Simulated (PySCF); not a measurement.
## InPb and its ions

UHF-CCSD(T); In cc-pVDZ-PP with ECP28, Pb cc-pVDZ-PP with ECP60; scalar-relativistic core potentials (PySCF 2.14). Neutral (UHF): quartet (σ ↑, π ↑↑), Re = 2.940 Å, ωe = 128 cm⁻¹, De = 1.68 eV.

InPb⁺ (UHF): triplet (σ ↑, π ↑), Re = 3.375 Å, ωe = 71.4 cm⁻¹. The energies at the minima are -381.23047 hartree for InPb and -380.99827 for InPb⁺.

(1) Work out the adiabatic ionisation energy, without and with harmonic zero-point energies (1 hartree = 27.2114 eV, 1 eV = 8065.5 cm⁻¹), and the change of the bond length.

Correlated steps freeze 8 core orbitals. Correlated levels converge slowly with the basis: in double zeta they bind strong bonds too weakly, by up to about 1 eV, and carry superposition errors of some tenths. These are scalar-relativistic numbers at best; spin–orbit coupling would shift them, the dissociation energy most. States were picked by a PBE0 search and need not be the measured ground states.

Results:

(1) At UHF-CCSD(T): 0.23220 hartree = 6.318 eV between the minima; the zero-point term (71.4 − 128.0)/2 cm⁻¹ = -0.004 eV makes it 6.315 eV. Re changes by +43.5 pm against the neutral. The electron leaves a π orbital, and the ion is left as a loose complex of an ion and an atom.
